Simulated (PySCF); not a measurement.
# Simulated absorption spectrum

Compound: C5H11BCl2Ge.
SMILES: `Cl[B](Cl)[GeH]1[CH2]CCC[CH2]1`

Computed, not measured: TDDFT PBE0/def2-SVPD, vertical, gas phase, core orbitals frozen in the response (PySCF). One conformer (not necessarily the lowest) at the PBE0-D3(BJ)/def2-SVP geometry, without solvent, vibrations or thermal averaging. The PBE0/def2-SVPD calculation is non-relativistic and has no spin–orbit coupling, an omission that weighs most on germanium.

Each state is given a Gaussian of 0.4 eV full width at half maximum, with ε(max) = 2.175×10⁸ f / Δν̃ (Δν̃ the width in cm⁻¹). The cross-section is σ = 3.8235×10⁻²¹ ε cm², given in Mb (10⁻¹⁸ cm²). The width is an assumption, not a result. The curve ends short of the highest state used, and states not computed would add to its high-energy end.

```
E (eV)  σ (Mb)
  3.73    0.00
  3.81    0.02
  3.89    0.09
  3.96    0.23
  4.04    0.59
  4.11    1.12
  4.19    1.92
  4.27    2.83
  4.34    3.76
  4.42    5.50
  4.49    8.30
  4.57   13.21
  4.64   18.01
  4.72   21.63
  4.80   21.11
  4.87   17.33
  4.95   11.34
  5.02    6.72
  5.10    3.42
  5.17    2.14
  5.25    1.73
  5.33    1.66
  5.40    1.57
  5.48    1.37
  5.55    1.14
  5.63    0.87
  5.71    0.59
  5.78    0.37
  5.86    0.19
  5.93    0.10
  6.01    0.11
  6.08    0.30
  6.16    1.03
  6.24    2.92
  6.31    6.08
  6.39   11.51
```

(1) Locate the maxima and give the states behind the curve.

(2) On this curve, what absorbance would a 10⁻³ mol/L sample give at 222 nm over a 1 cm path?

(3) Coming from long wavelengths, where does ε first pass 100 L mol⁻¹ cm⁻¹?

Answers

(1) 261 nm (4.75 eV), ε about 5700, made up of S2 (99%) (ε in L mol⁻¹ cm⁻¹; maxima over ε = 5, shares over 10%). At its high-energy end, 6.39 eV, the curve is still rising (ε about 3000, from S6). The states used: S1 4.33 eV (f 0.010); S2 4.75 eV (f 0.085); S3 5.30 eV (f 0.0054); S4 5.58 eV (f 0.0026); S5 6.37 eV (f 0.0002); S6 6.58 eV (f 0.079); S7 6.72 eV (f 0.0027); S8 6.78 eV (f 0.011); S9 6.99 eV (f 0.0086); S10 6.99 eV (f 0.058).

(2) 222 nm is 5.585 eV, where ε is about 270 L mol⁻¹ cm⁻¹, so A = ε c l ≈ 0.27 (Beer–Lambert, with the gas-phase spectrum and the assumed width).

(3) At about 310 nm (4.00 eV), 0.33 eV below S1.

All these states lie below the vertical ionisation energy of 9.34 eV (ΔSCF).

On an Arm Neoverse V1 with one thread, no GPU, shared host with 64 logical CPUs at a one-minute load of 20, this took 11 min (with the writing of density and orbital grids) and 1.4 GiB of memory at its peak.
